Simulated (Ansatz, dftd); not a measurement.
Reaction: SF2 (fluoro thiohypofluorite, SMILES FSF) → SF2+ (parent SMILES S(F)F, doublet) + e-
Each species at its own B3LYP-D3(BJ)/def2-TZVP minimum (Ansatz, a quantum-chemistry and plane-wave program).

Wanted: adiabatic ionisation energy (electronic), in eV. UHF or UKS for unpaired electrons; spin-orbit terms are left out. Cores are frozen in correlated methods. Rows without X2C or -DK are non-relativistic. CBS(X,Y): correlation extrapolated as X^-3, Hartree-Fock from the larger set (Q,5: extrapolated as (X+1)exp(-9√X)). A bracket is a step between two methods taken in the basis named. Functionals run without relativity, which enters their misses. '+ core + X2C': CCSD(T) terms for core correlation (cc-pwCVTZ, 1s frozen past Ne) and scalar relativity (cc-pVTZ-DK). The spin of F2S+ (parent SMILES FSF, doublet) was assumed, and the state is the lowest solution found for it.

```tsv
level	program	adiabatic ionisation energy (eV)	difference against the last row
r2SCAN-D4/def2-TZVPD	Ansatz + dftd4	9.75	-0.31
B3LYP-D4/def2-TZVPD	Ansatz + dftd4	10.03	-0.03
PBE0-D4/def2-TZVPD	Ansatz + dftd4	9.86	-0.20
PBE0/def2-TZVPD	Ansatz	9.86	-0.20
MP2/cc-pV(D+d)Z	Ansatz	9.73	-0.33
MP2/cc-pV(T+d)Z	Ansatz	9.76	-0.30
CCSD/cc-pV(5+d)Z	Ansatz	9.99	-0.07
CCSDT(Q)/cc-pV(D+d)Z	Ansatz	9.75	-0.31
CCSD(T)/CBS(cc-pV(Q+d)Z,cc-pV(5+d)Z) + [CCSDT(Q) - CCSD(T)]/cc-pV(D+d)Z + core + X2C	Ansatz	10.06	0.00
```
